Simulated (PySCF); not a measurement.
Cartesian coordinates (Å):
SMILES: [SnH4]
```xyz
5

Sn    -0.0001     0.0000     0.0002
H      1.2454    -1.1553    -0.1289
H      0.6636     1.5645    -0.1201
H     -1.1270    -0.2372    -1.2554
H     -0.7819    -0.1720     1.5042
```
Charge 0, multiplicity 1.

Task: Give the HOMO–LUMO gap, dipole moment, HOMO, LUMO and total energy at the level ωB97X-D3(BJ)/def2-TZVP // PBE0-D3(BJ)/def2-TZVP (PySCF).

Result: 
```json
{
 "HOMO–LUMO gap": "14.06 eV",
 "dipole_moment": "0.00 D",
 "HOMO": "-11.65 eV",
 "LUMO": "2.41 eV",
 "total_energy": "-5898.20 eV"
}
```
